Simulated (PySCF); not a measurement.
Species: C5H8F2S (charge +1 and doublet state).
Cartesian coordinates in Å at the GFN2-xTB level; atoms count from 1:
```xyz
16
C5H8F2S angstrom
C     -1.986    1.545   -0.284
S     -0.215    1.413   -0.066
C      0.061   -0.305    0.087
C     -1.090   -1.241    0.098
C      1.337   -0.762    0.192
C      2.605    0.030    0.153
F      2.408    1.317   -0.214
F      3.467   -0.510   -0.723
H     -2.205    2.605   -0.389
H     -2.308    1.017   -1.180
H     -2.515    1.150    0.582
H     -1.647   -1.191   -0.838
H     -1.782   -1.004    0.906
H     -0.751   -2.265    0.231
H      1.519   -1.826    0.286
H      3.096    0.036    1.149
```

The hyperfine couplings belong to this conformer and change with its torsions.

Identity: `C[S+]/C(C)=C\C(F)F` [radical] (charge +1).

Computed, not measured: UKS B3LYP, pcH-1 on C F H S, non-relativistic, mean-field spin-orbit, GIAO (PySCF 2.14.0). Isolated species at its GFN2-xTB geometry (one conformer only). The geometry wasn't refined by DFT: couplings that depend on bond lengths, twists or pyramidal angles can differ widely from those at the functional's own minimum, by a factor of two or more for some ions and for spin on atoms past the first row. The SCF solution wasn't tested for stability.

(1) Break the g tensor into its mass correction, gauge correction and orbital-Zeeman/spin–orbit terms.

(2) Average each term over the three axes. Which is largest in size?

(3) What effective moment and Curie constant follow for a powder?

(4) In a frozen sample, at which fields do the three g values resonate at 9.5, 34, 94 and 263 GHz (hyperfine left aside), and which band first spreads them over more than twice a line width of 0.3 mT?

## Answers

(1) 
| Δg (ppt) | 1 | 2 | 3 |
| --- | --- | --- | --- |
| relativistic mass correction | -0.21 | -0.21 | -0.21 |
| gauge correction | -0.01 | 0.05 | 0.05 |
| orbital Zeeman/spin–orbit | 0.23 | 8.07 | 17.13 |
| total | 0.01 | 7.90 | 16.96 |

So g = 2.00233, 2.01022, 2.01928 and g_iso = 2.01061; the tensor is rhombic: the two nearest values differ by 47 % of g3 − g1. 

(2) The orbital-Zeeman/spin–orbit term 8.47, the mass correction -0.21 and the gauge correction 0.03 ppt, for a total of 8.29 ppt. The orbital-Zeeman/spin–orbit term is the largest in size. The mass correction is the same along every axis, so the anisotropy comes from the other two: their spans along these axes are 0.05 (gauge) and 16.90 ppt (orbital Zeeman/spin–orbit).

(3) With the mean of g² = 4.0426 and S(S+1) = 0.75: μ_eff = √(⟨g²⟩S(S+1)) = 1.741 μB and χT = 0.12505·⟨g²⟩·S(S+1) = 0.379 cm³ K/mol (cgs; spin-Hamiltonian part alone).

(4) 
| band | GHz | B(g3) mT | B(g2) mT | B(g1) mT | spread mT |
| --- | --- | --- | --- | --- | --- |
| X | 9.5 | 336.14 | 337.65 | 338.98 | 2.85 |
| Q | 34.0 | 1203.01 | 1208.44 | 1213.20 | 10.19 |
| W | 94.0 | 3325.98 | 3340.97 | 3354.14 | 28.16 |
| J | 263.0 | 9305.65 | 9347.60 | 9384.45 | 78.80 |

The spread grows in proportion to the frequency. X band is the first where it exceeds 0.6 mT.

Largest spin populations (Mulliken): S2 (+0.57), C5 (+0.50) and C3 (-0.09). The positive populations add up to 1.16 and the negative ones to -0.16, together 2S = 1.

The HOMO–LUMO gaps are 6.28 eV among the α and 3.69 eV among the β orbitals.
